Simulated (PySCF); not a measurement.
C₄H₁₂Si₂, SMILES C1C[SiH2]C[SiH2]C1. Atoms are numbered in the order given.

```xyz
18

C      0.2754     1.8031     0.0000
C     -0.2911     1.1794     1.2895
Si     0.1622    -0.6400     1.5252
C     -0.3920    -1.5907     0.0000
Si     0.1622    -0.6400    -1.5252
C     -0.2911     1.1794    -1.2895
H      1.3766     1.7067     0.0000
H      0.0705     2.8876     0.0000
H      0.0627     1.7432     2.1699
H     -1.3930     1.2702     1.2945
H      1.6480    -0.7568     1.6656
H     -0.4658    -1.1721     2.7740
H     -0.0040    -2.6223     0.0000
H     -1.4948    -1.6485     0.0000
H     -0.4658    -1.1721    -2.7740
H      1.6480    -0.7568    -1.6656
H     -1.3930     1.2702    -1.2945
H      0.0627     1.7432    -2.1699
```
Charge 0, spin multiplicity 1.

Geometry optimised at ωB97X-D3(BJ)/def2-SVP. One conformer was computed; it need not be the lowest.

All values below come from PBE/pcSseg-1 run with PySCF.

GIAO shieldings, no solvent; atoms listed in one row are averaged. δ = σ(ref) − σ: ¹³C against TMS (σ = 182.0 ppm); ²⁹Si against TMS (σ = 335.4 ppm); ¹H against TMS (σ = 31.49 ppm), references at their B3LYP-D3(BJ)/def2-TZVP geometries, non-relativistic.

```tsv
nucleus	atoms	count	δ (ppm)
¹³C	C1	1	29.6
¹³C	C2, C6	2	16.7
¹³C	C4	1	-7.9
²⁹Si	Si3, Si5	2	-39.4
¹H	H15, H12	2	4.78
¹H	H16, H11	2	4.56
¹H	H8	1	2.63
¹H	H7	1	1.90
¹H	H18, H9	2	1.19
¹H	H17, H10	2	0.91
¹H	H13, H14	2	0.26
```
